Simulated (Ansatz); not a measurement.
Ansatz (a first-principles code) job for TaBr4, SMILES [Ta]([Br])([Br])([Br])[Br] (connectivity only; charge and spin as stated), neutral, multiplicity 2, PBE-D3(BJ)/def2-SVP. 

Ansatz 0.2 input:
```yaml
crystal:
  periodic: [false, false, false]
  atoms:
    - {symbol: Ta, position_ang: [0.00000000, -0.00000000, -0.00000000]}
    - {symbol: Br, position_ang: [1.51593451, -1.51593451, 1.16759271]}
    - {symbol: Br, position_ang: [-1.51593452, 1.51593452, 1.16759269]}
    - {symbol: Br, position_ang: [1.51593452, 1.51593451, -1.16759270]}
    - {symbol: Br, position_ang: [-1.51593451, -1.51593452, -1.16759270]}
basis:
  gaussian:
    orbitals: def2-SVP
hamiltonian:
  xc: pbe
  dispersion: d3bj
magnetization: {spin_polarized: true, initial_magnetization: 1}
relax: {f_tol: 0.002, max_steps: 200}
```

Program output:

```
WARN ansatz: RAYON_NUM_THREADS=2 ignored (pool sized by the plan → 2); use --threads N
Functional definition: PBE
integrals: 0.15 GiB planned
1684 factors; their error is unknown
mean field: 0.83 GiB planned
mean field evaluation 1: about -281667.7848 eV, gradient 1.2e1 eV
mean field evaluation 2: about -281666.4399 eV, gradient 1.8e1 eV
mean field evaluation 4: about -281668.3339 eV, gradient 1.5e0 eV
mean field evaluation 8: about -281668.1171 eV, gradient 2.4e-2 eV
mean field evaluation 16: about -281668.1171 eV, gradient 3.0e-6 eV
mean field evaluation 32: about -281667.2459 eV, gradient 1.0e-1 eV
mean field evaluation 64: about -281668.0527 eV, gradient 6.5e-1 eV
mean field -281668.11711466 eV, -10351.1123824568 hartree, gradient 3.2e-6 eV, S^2 0.753487; 11 other end points of the search recorded, 0 dependent functions left out
the calculation of the forces begins
reference -281668.11716436 eV, -10351.1123842832 hartree; 77, 76 occupied and 83, 84 virtual orbitals, 1684 factors
relax step   1: F+E_penalty+E_count = -281668.36564993 eV  Δ(F+E_penalty+E_count) = +0.000e0 eV  max|allowed force component| = 5.079e-2 eV/Å  Δτ_max = 0.0000 Å  (223 SCF iters, accepted)
these checks for a lower state are left out or cut short: starts, cluster_reference, orbital_swaps, neighbouring_geometries, increment
integrals: 0.15 GiB planned
1684 factors; their error is unknown
mean field: 0.83 GiB planned
mean field -281668.11869424 eV, -10351.1124405051 hartree, gradient 3.6e-6 eV, S^2 0.753628; 0 other end points of the search recorded, 0 dependent functions left out
the calculation of the forces begins
reference -281668.11874398 eV, -10351.1124423331 hartree; 77, 76 occupied and 83, 84 virtual orbitals, 1684 factors
relax step   2: F+E_penalty+E_count = -281668.36557901 eV  Δ(F+E_penalty+E_count) = +7.092e-5 eV  max|allowed force component| = 5.738e-2 eV/Å  Δτ_max = 0.0137 Å  (38 SCF iters, rejected (line search))
these checks for a lower state are left out or cut short: starts, cluster_reference, orbital_swaps, neighbouring_geometries, increment
integrals: 0.15 GiB planned
1684 factors; their error is unknown
mean field: 0.83 GiB planned
mean field evaluation 96: about -281668.1188 eV, gradient 1.4e-5 eV
mean field -281668.11883353 eV, -10351.1124456239 hartree, gradient 1.4e-5 eV, S^2 0.753549; 0 other end points of the search recorded, 0 dependent functions left out
the calculation of the forces begins
reference -281668.11888324 eV, -10351.1124474510 hartree; 77, 76 occupied and 83, 84 virtual orbitals, 1684 factors
relax step   3: F+E_penalty+E_count = -281668.36662486 eV  Δ(F+E_penalty+E_count) = -9.749e-4 eV  max|allowed force component| = 5.120e-3 eV/Å  Δτ_max = 0.0066 Å  (35 SCF iters, accepted)
these checks for a lower state are left out or cut short: starts, cluster_reference, orbital_swaps, neighbouring_geometries, increment
integrals: 0.15 GiB planned
1684 factors; their error is unknown
mean field: 0.83 GiB planned
mean field -281668.11893654 eV, -10351.1124494095 hartree, gradient 1.4e-5 eV, S^2 0.753556; 0 other end points of the search recorded, 0 dependent functions left out
the calculation of the forces begins
reference -281668.11898625 eV, -10351.1124512366 hartree; 77, 76 occupied and 83, 84 virtual orbitals, 1684 factors
relax step   4: F+E_penalty+E_count = -281668.36666588 eV  Δ(F+E_penalty+E_count) = -4.102e-5 eV  max|allowed force component| = 9.893e-4 eV/Å  Δτ_max = 0.0044 Å  (36 SCF iters, accepted)
these checks for a lower state are left out or cut short: starts, cluster_reference, orbital_swaps, neighbouring_geometries, increment
integrals: 0.15 GiB planned
1684 factors; their error is unknown
mean field: 0.83 GiB planned
mean field -281668.11893855 eV, -10351.1124494835 hartree, gradient 1.4e-5 eV, S^2 0.753556; 0 other end points of the search recorded, 0 dependent functions left out
the calculation of the forces begins
reference -281668.11898827 eV, -10351.1124513105 hartree; 77, 76 occupied and 83, 84 virtual orbitals, 1684 factors
relax step   5: F+E_penalty+E_count = -281668.36667040 eV  Δ(F+E_penalty+E_count) = -4.522e-6 eV  max|allowed force component| = 6.753e-5 eV/Å  Δτ_max = 0.0020 Å  (37 SCF iters, accepted)
integrals: 0.15 GiB planned
1684 factors; their error is unknown
mean field: 0.83 GiB planned
mean field evaluation 128: about -281668.1189 eV, gradient 1.3e-4 eV
mean field evaluation 160: about -281667.3197 eV, gradient 5.3e-1 eV
mean field -281668.11893855 eV, -10351.1124494835 hartree, gradient 1.4e-5 eV, S^2 0.753556; 12 other end points of the search recorded, 0 dependent functions left out
the calculation of the forces begins
reference -281668.11898827 eV, -10351.1124513105 hartree; 77, 76 occupied and 83, 84 virtual orbitals, 1684 factors
Total energy: -281668.36672011 eV, -10351.1215552879 hartree
Atom 0 at    -0.000000    -0.000000     0.000000 Å, force     0.000000    -0.000000     0.000000 eV/Å
Atom 1 at     1.515516    -1.515516     1.179419 Å, force    -0.000068     0.000068    -0.000042 eV/Å
Atom 2 at    -1.515516     1.515516     1.179419 Å, force     0.000068    -0.000068    -0.000042 eV/Å
Atom 3 at     1.515516     1.515516    -1.179419 Å, force    -0.000068    -0.000068     0.000042 eV/Å
Atom 4 at    -1.515516    -1.515516    -1.179419 Å, force     0.000068     0.000068     0.000042 eV/Å
Dipole moment:     0.000000    -0.000000    -0.000000 e Å
```

The calculation finished and met its thresholds.
